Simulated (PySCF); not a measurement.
Choosing a basis for TDDFT

Selenoformaldehyde, CH₂Se.
Cartesian coordinates in Å at the PBE0-D3(BJ)/def2-SVP level; atoms count from 1:
```
atom  x, y, z in Å
C1    -0.1264    0.0065    0.0912
Se2    1.4637   -0.0419   -0.6182
H3    -0.4713    0.8590    0.6919
H4    -0.8455   -0.8142   -0.0343
```

TDDFT with PBE0 (PySCF), vertical singlets, core orbitals frozen in the response, spherical d and f functions. Isolated species at its PBE0-D3(BJ)/def2-SVP geometry, gas phase. Relativistic effects, spin–orbit coupling among them, are left out although an element past zinc is present.

Compare 6-31G*, def2-SVP, def2-SVPD, aug-cc-pVDZ, def2-TZVP, def2-TZVPD and aug-cc-pVTZ for this molecule.

| basis | functions | diffuse | S1 (eV) | S2 (eV) | S3 (eV) | S4 (eV) | S5 (eV) | LUMO (eV) | α (au) |
| --- | --- | --- | --- | --- | --- | --- | --- | --- | --- |
| 6-31G* | 50 | no | 1.99 | 5.94 | 6.30 | 6.60 | 8.21 | -2.59 | 29.5 |
| def2-SVP | 56 | no | 1.90 | 5.89 | 6.25 | 6.71 | 8.08 | -2.64 | 29.6 |
| def2-SVPD | 77 | yes | 1.89 | 5.68 | 5.73 | 6.14 | 6.20 | -2.85 | 41.2 |
| aug-cc-pVDZ | 77 | yes | 1.90 | 5.31 | 5.69 | 5.88 | 6.18 | -2.83 | 40.6 |
| def2-TZVP | 91 | no | 1.91 | 5.70 | 6.14 | 6.35 | 7.52 | -2.78 | 36.4 |
| def2-TZVPD | 112 | yes | 1.91 | 5.53 | 5.66 | 6.04 | 6.13 | -2.82 | 41.9 |
| aug-cc-pVTZ | 151 | yes | 1.91 | 5.31 | 5.65 | 5.83 | 6.13 | -2.82 | 41.8 |

States are compared by their number. Against the largest diffuse basis here (aug-cc-pVTZ, itself not a converged limit), sets without diffuse functions differ by up to 0.09 eV in S1 and 2.08 eV in S5; the smaller diffuse sets differ by up to 0.02 and 0.08 eV. State by state, the largest deviation of a set without diffuse functions is S1 0.09, S2 0.63, S3 0.65, S4 0.88, S5 2.08 eV. The same number needn't mean the same state in each row. Against aug-cc-pVTZ the polarisability deviates by -29% in 6-31G*, -29% in def2-SVP, -2% in def2-SVPD, -3% in aug-cc-pVDZ, -13% in def2-TZVP, 0% in def2-TZVPD.
